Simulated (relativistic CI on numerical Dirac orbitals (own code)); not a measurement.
Radial Dirac CI calculation of Tm XXXII: levels, rates and radial parameters.

Command:

```sh
python run_levels.py task.json out
```

Input:

```
atom Tm  Z=69  charge=31  electrons=38
nucleus A=169  rms_radius_fm=5.2256
hamiltonian dirac-coulomb  breit=on  qed=on  c_scale=1
orbitals kli  potential=per-configuration
slater_scale 1
correlation none
mixing on
configurations
  [Kr] 4d2
  [Ar] 3d10 4s2 4p5 4d3
  [Kr] 4d 4f
  [Ar] 3d10 4s2 4p4 4d4
  [Kr] 4f2
  [Ar] 3d10 4s 4p6 4d3
  [Ar] 3d10 4s2 4p5 4d2 4f
  [Ar] 3d10 4p6 4d4
  [Ar] 3d10 4s 4p6 4d2 4f
  [Ar] 3d10 4s2 4p4 4d2 4f2
  [Ar] 3d10 4s 4p5 4d4
  [Kr] 4d 5s
  [Ar] 3d10 4s2 4p4 4d3 4f
  [Ar] 3d10 4s2 4p5 4d 4f2
  [Kr] 4f 5s
  [Ar] 3d10 4p6 4d2 4f2
  [Kr] 4d 5p
  [Kr] 4f 5p
  [Ar] 3d10 4s 4p5 4d3 4f
  [Ar] 3d10 4s 4p6 4d 4f2
end
```

Hardware: one thread of Neoverse-V1, on a shared host. Rates were computed among at most 500 levels.

How large is the problem, and how long does it take?

14750 determinants at the lowest M give 14750 levels; 143 SCF iterations in all; about 99 s of CPU and 0.99 GiB at the peak.
